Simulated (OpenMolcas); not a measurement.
# Sn II: thermal populations, the spin-orbit constant, worked from levels

- Program: OpenMolcas
- Basis: ANO-R3 [8s7p5d3f2g1h]
- Scalar Hamiltonian: X2C, finite nucleus
- Active space: 3 electrons in 9 orbitals (RAS2 5s 5p; RAS3 5d, at most 2 electrons)
- State averaging: 2S+1 = 4 odd, 1 root (0 in the spin-orbit step); 2S+1 = 2 odd, 3 roots; 2S+1 = 4 even, 3 roots; 2S+1 = 2 even, 6 roots
- Spin-orbit coupling: state interaction with AMFI integrals over the reference wave functions, term energies averaged over their components

Methods: RASSCF; SS-RASPT2, IPEA 0.25 Eh, imaginary shift 0.1 Eh (closed shells correlated: 4d). Measured levels: NIST Handbook of Basic Atomic Spectroscopic Data.

**Thermal populations.** Z = Σ (2J + 1) exp(-E/kT) with k = 0.695035 cm-1/K, over the levels below. No other level of either list lies under 56800 cm-1, which is above 7 kT at each temperature.

| Level | 2J + 1 | SS-RASPT2 | measured |
| --- | --- | --- | --- |
| 5s2 5p 2P* 1/2 | 2 | 0.0 | 0.0 |
| 5s2 5p 2P* 3/2 | 4 | 3920 | 4251 |
| 5s 5p2 4P 1/2 | 2 | 46490 | 46464 |
| 5s 5p2 4P 3/2 | 4 | 48080 | 48368 |
| 5s 5p2 4P 5/2 | 6 | 50110 | 50730 |

```
T (K)  Z, SS-RASPT2  Z, measured levels  Ground level (%), SS-RASPT2  Ground level (%), measured levels
 3000         2.610               2.521                         76.6                               79.3
 5000         3.295               3.177                         60.7                               63.0
 8000         3.978               3.864                         50.3                               51.8
```

At 8000 K, kT = 5560 cm-1, and the computed levels give Z = 2.000 + 1.976 + 0.000 + 0.001 + 0.001 = 3.978.

**The spin-orbit constant.** For the Hund term 2P* of p1, E(J) = (A/2) J(J+1) + constant and ζ = 2S·A = A. From J = 1/2 to J = 3/2 the energy changes by 1.5 A.

| Source | E(3/2) - E(1/2) | A | ζ |
| --- | --- | --- | --- |
| RASSCF | 3921.8 | 2614.5 | 2615 |
| SS-RASPT2 | 3921.8 | 2614.5 | 2615 |
| measured | 4251.5 | 2834.3 | 2834 |

All in cm-1. SS-RASPT2 is off by -7.8 % and RASSCF by -7.8 %. Both methods take the spin-orbit matrix elements from the reference wave functions, so the second can move ζ only through the term energies and any multistate remixing.

Some high roots are left out of the spin-orbit mixing, which shifts the levels that they would mix with. Active for correlation alone: 5d; no level in the range computed is led by a configuration that fills it, so any true level of that kind is missing. Some terms mix strongly with configurations of 5d, whose occupation reaches 0.26 (5s 5p2 2D). Measured partners are found by configuration, term and J. A level has none where our copy of the source lacks it or the pairing is in doubt (some pairs that miss far off the trend of their configuration count as doubtful), and it then counts in no deviation. Only configurations of the active space appear.

* marks odd parity.
